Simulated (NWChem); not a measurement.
Molecule: AlSiH5O3; SMILES [OH][Al]([OH])[O][SiH3]

```xyz
10

Al    -0.0173     0.9959     0.0006
O      1.6054     1.5168     0.0178
H      1.7865     2.4652     0.0177
O     -1.2626     2.1639    -0.0116
H     -2.1862     1.8841    -0.0234
O     -0.3678    -0.6640    -0.0029
Si    -0.0332    -2.2746     0.0016
H     -1.2197    -3.0288    -0.4875
H      0.2855    -2.7439     1.3785
H      1.1202    -2.5948    -0.8843
```
Atoms are numbered in this order, from 1.

Coordinates come from a B3LYP/6-31G* (spherical d) optimisation.

 Unshifted, non-relativistic core excitations; the lowest 4 roots alone, so stronger bands may lie above.

List the first Al K-edge excitations from PBE0/6-311G** (spherical d), restricted-window TDA (NWChem).


```json
[
 {"state": "S1", "energy (eV)": "1525.5", "dipole oscillator strength": "0.0000", "leading excitation (squared amplitude)": "1s of atom 1 or its equivalents → LUMO (0.95)"},
 {"state": "S2", "energy (eV)": "1526.6", "dipole oscillator strength": "0.0049", "leading excitation (squared amplitude)": "1s of atom 1 or its equivalents → LUMO+1 (0.91)"},
 {"state": "S3", "energy (eV)": "1527.8", "dipole oscillator strength": "0.0004", "leading excitation (squared amplitude)": "1s of atom 1 or its equivalents → LUMO+2 (0.96)"},
 {"state": "S4", "energy (eV)": "1528.0", "dipole oscillator strength": "0.0005", "leading excitation (squared amplitude)": "1s of atom 1 or its equivalents → LUMO+3 (0.97)"}
]
```
